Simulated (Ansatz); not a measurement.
```xyz
4

F     0.0302   -0.3499   -1.2142
H     0.0229    0.4116   -0.8069
F     0.0364    0.3756    1.1608
H     0.0004   -0.4963    0.8271
```

Basis set: 6-31G (spherical functions). Frozen core: 2 orbitals. Charge 0, multiplicity 1.

Computed with Ansatz (development build ahead of 0.2.0); each method stands on the lowest determinant of its kind that the runs found. Restricted open shells among the atoms or ions are ROHF, correlated in semicanonical orbitals with singles.

Q: Give the atomization energy at this shape (free ground-state atoms in the same class of orbitals less the molecule, no zero-point energy) of singlet H₂F₂ by RHF-MP2, RHF.

A:

```json
{"method": "RHF-MP2", "atomization energy": "219.75 kcal/mol"}
{"method": "RHF", "atomization energy": "159.32 kcal/mol"}
```

This basis has no polarisation functions and is too small for such energies, which can lie far from measured ones in either direction.
